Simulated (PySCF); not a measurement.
Match the calculated data to a structure.

All candidates are C9H15F.

- 1H NMR: chemical shifts (computed TMS as zero) by class: 6.08 (1 H), 5.31 (1 H), 5.19 (1 H), 2.29 (2 H), 2.22 (2 H), 2.09 (3 H), 1.87 (2 H), 0.93 (3 H) ppm [GIAO PBE0/pcSseg-1]
- Dipole: 1.51 D [PBE0/pcSseg-1]
- Rotational structure: rotational constants A, B, C: 1.442, 0.941, 0.755 GHz [GFN2-xTB]
- NMR, other nuclei: isotropic shieldings of nuclei other than C and H, by class: 275 (1 F) ppm [GIAO PBE0/pcSseg-1]
- 13C NMR: chemical shifts (computed TMS as zero) by class: 162.1 (1 C), 148.9 (1 C), 127.9 (1 C), 122.1 (1 C), 41.6 (1 C), 31.2 (1 C), 30.3 (1 C), 17.3 (1 C), 14.8 (1 C) ppm [GIAO PBE0/pcSseg-1]

Gas-phase values; electronic properties from PySCF, density fitting. Levels stand in brackets. Geometry: GFN2-xTB, one conformer, isolated molecule. GFN2-xTB frequencies show an imaginary mode (31i cm⁻¹), so this geometry is no minimum at that level. NMR classes are plain means over equivalent atoms (diastereotopic ones count apart unless rotation or inversion swaps them), as if these changed places fast.

Question: Which candidate is it?
A. `C[C@@H]1C[C@H]2CC[C@]1(F)CC2`
B. `C=CCC/C(CC)=C(/C)F`
C. `CC(C)[C@@H]1C=CCC[C@@H]1F`

Answer: B. It is `C=CCC/C(CC)=C(/C)F`. Numbering: `[CH2:1]=[CH:2][CH2:3][CH2:4]/[C:5]([CH2:6][CH3:7])=[C:8](/[CH3:9])[F:10]`. Its formula, C9H15F, gives 2 degrees of unsaturation: 0 rings and 2 π bonds in the structure found. 9 carbons fall into 9 classes; from least to most shielded: vinylic C–F carbon [C8] (162.1 ppm), alkene CH carbon [C2] (148.9 ppm), fully substituted alkene carbon [C5] (127.9 ppm), terminal =CH2 carbon [C1] (122.1 ppm), allylic carbon [C3] (41.6 ppm), allylic carbon [C4] (31.2 ppm), allylic carbon [C6] (30.3 ppm), allylic carbon [C9] (17.3 ppm), methyl carbon [C7] (14.8 ppm). Hydrogen classes from least to most shielded: 1 H on an alkene CH carbon, C2 (6.08 ppm), 1 H on a terminal =CH2 carbon, C1 (5.31 ppm), 1 H on a terminal =CH2 carbon, C1 (5.19 ppm), 2 H on an allylic carbon, C3 (2.29 ppm), 2 H on an allylic carbon, C4 (2.22 ppm, a mean of values up to 1.3 ppm apart in this geometry), 3 H on an allylic carbon, C9 (2.09 ppm), 2 H on an allylic carbon, C6 (1.87 ppm), 3 H on a methyl carbon, C7 (0.93 ppm). The other shieldings belong to: 275 ppm, vinyl fluorine [F10]. The optimised geometry has point group C1 and is an asymmetric top.

The others, at the same levels:
- `C[C@@H]1C[C@H]2CC[C@]1(F)CC2` fails: its computed 13C shifts are 96.1 (1 C), 39.4 (1 C), 37.5 (1 C), 35.8 (1 C), 30.0 (1 C), 29.9 (1 C), 28.3 (1 C), 27.9 (1 C), 17.2 (1 C) ppm, 1H shifts are 2.01 (1 H), 1.94 (1 H), 1.84 (1 H), 1.82 (1 H), 1.75 (1 H), 1.74 (1 H), 1.72 (1 H), 1.65 (1 H), 1.63 (1 H), 1.56 (1 H), 1.35 (1 H), 1.10 (3 H), 1.05 (1 H) ppm and rotational constant A is 1.842 GHz (against 1.442 GHz).
- `CC(C)[C@@H]1C=CCC[C@@H]1F` fails: its computed 13C shifts are 135.5 (1 C), 132.4 (1 C), 95.1 (1 C), 48.3 (1 C), 33.8 (1 C), 32.2 (1 C), 25.0 (1 C), 24.0 (1 C), 20.5 (1 C) ppm, 1H shifts are 6.20 (1 H), 5.86 (1 H), 4.98 (1 H), 2.68 (1 H), 2.12 (1 H), 2.01 (1 H), 1.97 (1 H), 1.96 (1 H), 1.53 (1 H), 1.07 (3 H), 1.04 (3 H) ppm and rotational constant A is 2.176 GHz (against 1.442 GHz).

Each candidate is one conformer, not necessarily the lowest. Dipoles, sizes and rotational constants follow the conformer. The torsions of the flexible species, by atom-mapped SMILES:
- `[CH2:1]=[CH:2][CH2:3][CH2:4]/[C:5]([CH2:6][CH3:7])=[C:8](/[CH3:9])[F:10]`: C1–C2–C3–C4 -118°, C2–C3–C4–C5 67°, C3–C4–C5–C6 -96°, C4–C5–C6–C7 -84°

The conformers of `C[C@@H]1C[C@H]2CC[C@]1(F)CC2` and `CC(C)[C@@H]1C=CCC[C@@H]1F` aren't listed.
